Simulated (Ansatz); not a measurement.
`[SiH3]N=C1CC1` → `C[SiH2]C1C=N1`  (isomerisation)

Computed with Ansatz on PBE0-D4/def2-TZVP structures; ΔE is electronic, products minus reactants. CCSD(T)/CBS is the MP2 limit (def2-TZVPP, def2-QZVPP) plus CCSD(T) − MP2 in def2-TZVPP, frozen cores. Functionals use def2-TZVPP. Each species was taken in one conformer, which may not be the lowest.

Is it downhill or uphill in electronic energy at CCSD(T)/CBS, and by how much? (Estimate.)

The calculation gave: Uphill: ΔE = +0.32 eV.

What do these levels give: PBE0-D4, ωB97X-V, B2PLYP, HF/def2-QZVPP, MP2/def2-QZVPP, CCSD/CBS(def2)? (Best estimate.)

Ansatz gave: PBE0-D4 0.47, ωB97X-V 0.42, B2PLYP 0.42, HF/def2-QZVPP 0.60, MP2/def2-QZVPP 0.32, CCSD/CBS(def2) 0.36 eV.

Largest T1 diagnostic among the species: 0.012.

In def2-TZVPP, CCSD(T) changes the Hartree–Fock value by −0.26 eV (the triples alone add −0.04 eV) and MP2 by −0.27 eV. From PBE to PBE0 (25 % exact exchange), in def2-TZVPP and without D4, ΔE moves by +0.04 eV.
